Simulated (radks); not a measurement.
Q: The bismuth ion Bi58+, 25 electrons, occupied as [Ar] 3d6 4d1 (not the ground configuration). Calculated with a radial shooting solver on a logarithmic mesh with Libxc functionals: Dirac Kohn-Sham, BLYP, spin-unpolarised, spherical densities, finite nucleus; open shells fill j = l - 1/2 first; Fermi nuclear charge, rms radius 5.5211 fm. Some entries of the table are withheld. Estimate them.

| orbital | occ. | eigenvalue (eV) | <r^2> (bohr^2) |
|---|---|---|---|
| 1s1/2 | 2 | -94337.49 | 0.0003463 |
| 2s1/2 | 2 | (1) | 0.005143 |
| 2p1/2 | 2 | -19424.51 | 0.003607 |
| 2p3/2 | 4 | -17084.28 | 0.004761 |
| 3s1/2 | 2 | -7371.749 | 0.03119 |
| 3p1/2 | 2 | -7118.959 | 0.02802 |
| 3p3/2 | 4 | -6545.782 | 0.03327 |
| 3d3/2 | 4 | -6161.930 | (2) |
| 3d5/2 | 2 | -6035.830 | (3) |
| 4s1/2 | 0 | -3742.140 | (4) |
| 4p1/2 | 0 | -3631.724 | 0.1114 |
| 4p3/2 | 0 | -3423.249 | 0.1258 |
| 4d3/2 | 1 | (5) | 0.1139 |
| 4d5/2 | 0 | (6) | 0.1178 |

A: 
(1) 2s1/2 eigenvalue (eV): -20026.46
(2) 3d3/2 <r^2> (bohr^2): 0.02471
(3) 3d5/2 <r^2> (bohr^2): 0.02609
(4) 4s1/2 <r^2> (bohr^2): 0.1152
(5) 4d3/2 eigenvalue (eV): -3261.265
(6) 4d5/2 eigenvalue (eV): -3214.522
